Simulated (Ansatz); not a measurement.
One change: `[Cl][Sn]([Cl])([Cl])[Cl]` becomes `[CH3][Sn]([Cl])([Cl])[Cl]`.

Ansatz, PBE0-D4/def2-TZVP geometries, multiplicity 1. 

Elements past krypton have def2 core potentials.

| property | `[Cl][Sn]([Cl])([Cl])[Cl]` |
| --- | --- |
| LUMO energy (PBE0/def2-TZVPP) / eV | -3.19 |
| HOMO–LUMO gap (ωB97M-V/def2-TZVPP) / eV | 10.93 |
| LUMO energy (ωB97M-V/def2-TZVPP) / eV | -1.12 |
| HOMO–LUMO gap (PBE/def2-TZVPP) / eV | 4.24 |
| HOMO energy (PBE0/def2-TZVPP) / eV | -9.78 |
| HOMO energy (PBE/def2-TZVPP) / eV | -8.31 |

(1) Give the same properties after the change, and the shifts. (Estimate.)

Answers

(1) Computed: 
```csv
property,`[CH3][Sn]([Cl])([Cl])[Cl]`,shift
LUMO energy (PBE0/def2-TZVPP) / eV,-2.00,1.19
HOMO–LUMO gap (ωB97M-V/def2-TZVPP) / eV,11.27,0.34
LUMO energy (ωB97M-V/def2-TZVPP) / eV,0.03,1.15
HOMO–LUMO gap (PBE/def2-TZVPP) / eV,4.83,0.59
HOMO energy (PBE0/def2-TZVPP) / eV,-9.08,0.70
HOMO energy (PBE/def2-TZVPP) / eV,-7.75,0.56
```

With PBE0 the HOMO rises by 0.70 eV and the LUMO rises by 1.19 eV, so the gap widens by about 0.49 eV. PBE moves the HOMO by 0.56 eV and ωB97M-V by 0.82 eV.
